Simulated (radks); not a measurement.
Task: Radial electron density D(r) = 4 pi r^2 rho(r) of an atom or ion with 6 electrons. Method: Dirac Kohn-Sham, LB94 model potential, spin-unpolarised, spherical densities, finite nucleus; Fermi nuclear charge, rms radius of each element as measured or else 0.836 A^(1/3) + 0.57 fm; computed with a radial shooting solver on a logarithmic mesh with Libxc functionals.

r (bohr),D(r) (e/bohr)
0.003977,0.5942
0.004819,0.8452
0.005839,1.195
0.007132,1.701
0.008642,2.365
0.01047,3.253
0.01279,4.472
0.0155,5.970
0.01878,7.818
0.02293,10.10
0.02779,12.53
0.03367,15.03
0.04113,17.37
0.04983,18.96
0.06038,19.48
0.07375,18.59
0.08936,16.40
0.1083,13.42
0.1322,10.46
0.1602,8.732
0.1957,8.611
0.2371,9.662
0.2873,10.66
0.3509,10.34
0.4252,8.315
0.5152,5.328
0.6293,2.514
0.7625,0.8797
0.9239,0.2092
1.128,0.02858
1.367,0.002390

What is the nuclear charge?

Result: Z = 17. The innermost maximum, from 1s, lies near gamma/Z bohr with gamma = sqrt(1 - (Z/c)^2) = 0.992, here 0.0584 bohr (found: 0.0594), and its height grows with Z. The density is that of the chlorine ion Cl11+ in [He] 2s2 2p2; the configuration itself is not fixed sharply by these data, and Z only to about a unit. D(r) has 2 maxima, at r = 0.0594, 0.306 bohr, and minima at 0.179 bohr, inside which lie 2.24 electrons.
